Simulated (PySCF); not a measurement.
Computed shifts of a molecule C4H6ClF, PBE0/pcSseg-1 run with PySCF, GIAO, gas phase, equivalent atoms averaged, in ppm (number of nuclei): ¹³C: 173.3 (1), 108.9 (1), 31.0 (1), 15.5 (1). ¹⁹F: -113.8 (1). ¹H: 5.52 (1), 2.59 (1), 2.16 (1), 1.49 (3). References: ¹³C against TMS (σ = 186.3 ppm); ¹⁹F against CFCl3 (σ = 167.2 ppm); ³⁵Cl against HCl (σ = 945.9 ppm); ¹H against TMS (σ = 31.56 ppm), references at their B3LYP-D3(BJ)/def2-TZVP geometries, non-relativistic (without spin–orbit terms, shifts of atoms bonded to Cl or Br come out too high). Geometry optimised at ωB97X-D3(BJ)/def2-SVP. Other conformers were not sampled.

**Question.** Which molecule gave these data?
A) CC/C(F)=C/Cl
B) F/C=C/CCCl
C) C[C@@H]1[C@H](F)[C@@H]1Cl
D) F[C@H](Cl)C1CC1

**Answer.** A, CC/C(F)=C/Cl
